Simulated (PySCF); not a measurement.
Al(H)(OH)(SMe), SMILES C[S][AlH][OH], CAM-B3LYP/def2-SVP optimised geometry. Atoms within 1.6 Å of the plane z = 1.5 Å (x, y, z in Å): Al1 (-0.69, 1.20, 0.00), H2 (-1.55, 2.51, 0.00), O3 (1.01, 1.20, 0.00), H4 (1.62, 1.94, 0.00), S5 (-1.62, -0.75, 0.00), C6 (-0.16, -1.87, 0.00), H7 (0.78, -1.31, -0.01), H9 (-0.20, -2.50, 0.90).

Level of theory: CAM-B3LYP/def2-TZVP run with PySCF 2.14.0.

Map of the log10 of the electron density (e/bohr³), floored at −4 on the plane z = 1.5 Å:

```
|                           |
|                           |
|                           |
|        ....               |
|       ::--:.              |
|      .-===--:..           |
|      :-=+++=---::.        |
|     .:=+**++====-:.       |
|     .:=+***++**++-:       |
|     .:=+******#**=:       |
|     .:=+*****###*=-       |
|     :-+**#******+=:       |
|    .-=*####*+++++-:       |
|    :=+#%%%#*+===-:        |
|    -=*#%%%#*+--::         |
|   .-+*%%@%#*+=--.         |
|   .-=*#%%%#**+=-:         |
|    :=+*######*+=:         |
|    .-=++**%@@#*=:         |
|     .:-=+*%@@%*=:         |
|       .:=*%@@%*=.         |
|        .-+*%%*+-          |
|         .-++++-.          |
|          .:--:.           |
|                           |
|                           |
|                           |
```
Scale: ten equal steps from -4.00 (start of ' ') to -1.62 (end of '@'), in the order ' .:-=+*#%@'; x runs from -5.00 to 5.00, y from -5.00 (bottom) to 5.00 (top).
